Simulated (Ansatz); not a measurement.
Geometry optimisation, DFT PBE-D3(BJ), scalar-relativistic, plane waves, PAW in Ansatz.

Input:

```yaml
crystal:
  lattice:
    - [7.61856, 0.0, 0.0]
    - [0.0, 7.61856, 0.0]
    - [0.0, 0.0, 7.61856]
  atoms:
    - { symbol: C, position: [0.3624395, 0.9070949, 0.5682053] }
    - { symbol: O, position: [0.2772775, 0.7898097, 0.6860004] }
    - { symbol: H, position: [0.4767412, 0.9577056, 0.6376742] }
    - { symbol: H, position: [0.1749387, 0.7433993, 0.6261388] }
    - { symbol: H, position: [0.407286, 0.8411275, 0.4483708] }
    - { symbol: H, position: [0.2784604, 1.0180794, 0.5314201] }
    - { symbol: C, position: [0.6266035, 0.5882129, 0.576536] }
    - { symbol: O, position: [0.6317646, 0.4043556, 0.5440714] }
    - { symbol: H, position: [0.4901739, 0.6200264, 0.6052957] }
    - { symbol: H, position: [0.7525858, 0.3736647, 0.5181696] }
    - { symbol: H, position: [0.7071785, 0.6259605, 0.6896996] }
    - { symbol: H, position: [0.6683295, 0.6650455, 0.462173] }
    - { symbol: C, position: [0.215867, 0.365496, 0.8028401] }
    - { symbol: O, position: [0.1947938, 0.180354, 0.8155852] }
    - { symbol: H, position: [0.0840127, 0.4205014, 0.7964285] }
    - { symbol: H, position: [0.3112038, 0.1291188, 0.8214356] }
    - { symbol: H, position: [0.2829566, 0.4208393, 0.9175541] }
    - { symbol: H, position: [0.2873943, 0.4042619, 0.6840788] }
    - { symbol: C, position: [0.0534757, 0.2456359, 0.1595667] }
    - { symbol: O, position: [-0.0296103, 0.2304736, 0.3261528] }
    - { symbol: H, position: [0.1921384, 0.2687088, 0.1858825] }
    - { symbol: H, position: [-0.1534819, 0.2098434, 0.3051572] }
    - { symbol: H, position: [0.0411847, 0.1254558, 0.0812796] }
    - { symbol: H, position: [0.0024473, 0.3563275, 0.0829725] }
    - { symbol: C, position: [0.4601292, 0.7982181, 0.1018668] }
    - { symbol: O, position: [0.4634343, 0.6311155, 0.1852327] }
    - { symbol: H, position: [0.3221955, 0.8305754, 0.0823856] }
    - { symbol: H, position: [0.5855611, 0.6001741, 0.2036238] }
    - { symbol: H, position: [0.5201565, 0.900895, 0.1829678] }
    - { symbol: H, position: [0.5252501, 0.7964914, -0.0265057] }
    - { symbol: C, position: [0.820152, 0.0685535, 0.6890872] }
    - { symbol: O, position: [0.7375976, 0.1088661, 0.8517025] }
    - { symbol: H, position: [0.7568121, 0.1505969, 0.5905521] }
    - { symbol: H, position: [0.7925203, 0.0368073, 0.9411542] }
    - { symbol: H, position: [0.9608609, 0.0989313, 0.6902765] }
    - { symbol: H, position: [0.8027778, -0.0693856, 0.651749] }
basis:
  ecutwfc: 420.0
kpoints:
  mp_grid: { grid: [1, 1, 1] }
hamiltonian:
  xc: pbe
  dispersion: d3bj
scf:
  occupations: { method: fermi_dirac, width: 0.05 }
  lower_state_search: "off"
relax:
  f_tol: 0.3
  max_steps: 15
  adjacent_minimum: "off"
output:
  write_density: true
  write_potential: true
  elf: true
  volumetric_format: npy
```

Run as:

```bash
$ ansatz run input.yaml --threads 1 --pin off --max-ram 3072MiB --backend cpu --events-out ev --progress --plain --runs-dir out
```

Question: Where does it end, and by what steps?

Answer: It converged. The threshold is loose, so the end isn't yet a minimum. The force dipped under the threshold on the way, but the program's further checks kept it going. Limits of this set-up: coarse k mesh. After 14 steps the energy has fallen by 1.299 eV; H21 moved furthest, 1.32 Å.

| step | energy less start (eV) | largest force component (eV/Å) | accepted |
| --- | --- | --- | --- |
| 0 | 0.0000 | 0.444 | yes |
| 1 | -0.2804 | 0.408 | yes |
| 2 | -0.4011 | 0.692 | yes |
| 3 | -0.5147 | 0.843 | yes |
| 4 | -0.6261 | 0.789 | yes |
| 5 | -0.7375 | 0.632 | yes |
| 6 | -0.8484 | 0.473 | yes |
| 7 | -0.9429 | 0.429 | yes |
| 8 | -1.0152 | 0.229 | yes |
| 9 | -1.0152 | 0.229 | yes |
| 10 | -1.0760 | 0.558 | yes |
| 11 | -1.1278 | 0.888 | yes |
| 12 | -1.1917 | 0.548 | yes |
| 13 | -1.2501 | 0.334 | yes |
| 14 | -1.2988 | 0.234 | yes |

```xyz
36
Lattice="7.6186 0.0000 0.0000 0.0000 7.6186 0.0000 0.0000 0.0000 7.6186" Properties=species:S:1:pos:R:3
C 2.336 7.014 3.996
O 2.226 6.031 5.037
H 3.247 7.591 4.202
H 1.492 5.439 4.804
H 2.421 6.537 3.008
H 1.487 7.717 4.002
C 5.293 4.439 4.212
O 4.740 3.588 3.209
H 4.456 4.977 4.678
H 5.443 3.008 2.812
H 5.809 3.862 4.999
H 6.004 5.172 3.789
C 2.196 2.738 5.981
O 2.282 1.428 6.542
H 1.130 2.933 5.785
H 3.228 1.252 6.724
H 2.561 3.511 6.677
H 2.741 2.818 5.024
C 0.132 2.158 1.500
O -1.199 1.807 1.953
H 0.693 2.544 2.368
H -1.700 1.521 1.151
H 0.660 1.285 1.090
H 0.105 2.946 0.726
C 3.653 5.663 0.631
O 2.989 4.659 1.375
H 2.982 5.998 -0.171
H 3.628 4.282 2.031
H 3.909 6.541 1.262
H 4.585 5.284 0.161
C 6.114 0.732 6.012
O 5.207 0.777 7.140
H 5.985 1.669 5.458
H 5.052 -0.142 7.422
H 7.161 0.640 6.341
H 5.864 -0.099 5.334
```

The run took 43 s on 1 thread of Arm Neoverse V2, with other jobs on the host, peak memory 0.47 GiB.
